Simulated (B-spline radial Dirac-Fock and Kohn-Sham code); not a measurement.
Pm³³⁺: scattering cross sections and density moments

System: Pm³³⁺ in the configuration [Ar] 3d10.

Input file task.json (cfg lists n, l and occupation; rrms is the nuclear radius in fm):

```json
{"items": [{
  "Z": 61,
  "q": 33,
  "cfg": [[1, 0, 2], [2, 0, 2], [2, 1, 6], [3, 0, 2], [3, 1, 6], [3, 2, 10]],
  "A": 145,
  "rrms": 4.962,
  "do": ["scatter"],
  "s": [0.0, 0.1, 0.12, 0.14, 0.17, 0.2, 0.24, 0.28, 0.34, 0.4, 0.48, 0.57, 0.68, 0.82, 0.97, 1.16, 1.38, 1.65, 1.96, 2.34, 2.78, 3.32, 3.95],
  "pz": [0, 0.1, 0.14, 0.2, 0.28, 0.4, 0.56, 0.79, 1.1, 1.6, 2.2, 3.1, 4.4, 6.2, 8.7, 12.0, 17.0, 25.0, 35.0, 49.0, 69.0],
  "hv_scatter": [10000, 17479.3, 20000, 50000, 100000, 200000, 500000, 1000000]
}]}
```

Command: `python xray_run.py task.json out`

Calculated with a radial B-spline solver, using Dirac-Fock orbitals of the configuration average with a finite nucleus.

| Property | Result |
| --- | --- |
| Sum of ⟨r⟩ | 5.071 bohr |
| Sum of ⟨r²⟩ | 1.279 bohr² |
| Sum of ⟨1/r⟩ | 353.86 per bohr |
| Langevin diamagnetic susceptibility | -1.01 × 10⁻⁶ cm³/mol |
| Lamb shielding (α²/3)Σ⟨1/r⟩ | 6281 ppm |

Coherent scattering is the Thomson cross section weighted by f₀², without anomalous dispersion; incoherent scattering is Klein-Nishina weighted by S. The Lamb formula is the non-relativistic shielding expression. Electron correlation is left out. A dash stands where the photon energy is too low for the impulse approximation behind that column.

```
hν (keV)  coherent (b)  incoherent (b)  incoherent per electron (b)
      10         425.3               –                            –
 17.4793         303.0           3.379                        0.121
      20         267.0           4.023                        0.144
      50         81.71           8.675                        0.310
     100         27.14           10.52                        0.376
     200         8.047           10.12                        0.361
     500         1.442           7.815                        0.279
    1000        0.3731           5.833                        0.208
```

Incoherent scattering overtakes coherent scattering between 100 and 200 keV.
